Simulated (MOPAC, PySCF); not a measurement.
C$_{9}$H$_{9}$NSSi, SMILES `[SiH3]c1cc(S)c2ncccc2c1` (C–C–S–H torsion 180°), neutral singlet in the gas phase. 

Cartesian coordinates (Å):
```xyz
21

Si     3.4751    -0.9515    -0.5867
C      1.7356    -0.2722    -0.3034
C      1.5106     1.1363    -0.3294
C      0.2442     1.6855    -0.1250
S     -0.0389     3.4208    -0.1559
C     -0.8722     0.8005     0.1206
N     -2.1031     1.3427     0.3190
C     -3.1346     0.5418     0.5451
C     -3.0240    -0.8738     0.5922
C     -1.7784    -1.4486     0.3928
C     -0.6460    -0.6209     0.1472
C      0.6646    -1.1352    -0.0673
H      3.9964    -0.5289    -1.9346
H      3.4350    -2.4532    -0.5164
H      4.4262    -0.4298     0.4575
H      2.3546     1.8197    -0.5160
H     -1.3795     3.1982     0.0988
H     -4.1151     1.0261     0.7001
H     -3.9153    -1.4889     0.7835
H     -1.6463    -2.5419     0.4206
H      0.8111    -2.2267    -0.0425
```
Charge 0, spin multiplicity 1.

All levels are single points at this geometry (PBE-D3(BJ)/def2-SVP); Pople sets use spherical d functions. Orbital energies aren't observables, and empty levels follow the basis.

SVWN5/6-31G* in PySCF gives dipole (D) = 3.23.

### Question
Estimate the dipole (D) from each of these levels: PBE-D3(BJ)/def2-TZVP in PySCF; B3LYP/6-311+G** in PySCF; BP86/6-31G* in PySCF; HF/3-21G in PySCF; PM6 in MOPAC.

### Answer

| level | dipole (D) |
|---|---|
| PBE-D3(BJ)/def2-TZVP in PySCF | 2.93 |
| B3LYP/6-311+G** in PySCF | 3.20 |
| BP86/6-31G* in PySCF | 3.18 |
| HF/3-21G in PySCF | 4.24 |
| PM6 in MOPAC | 3.53 |
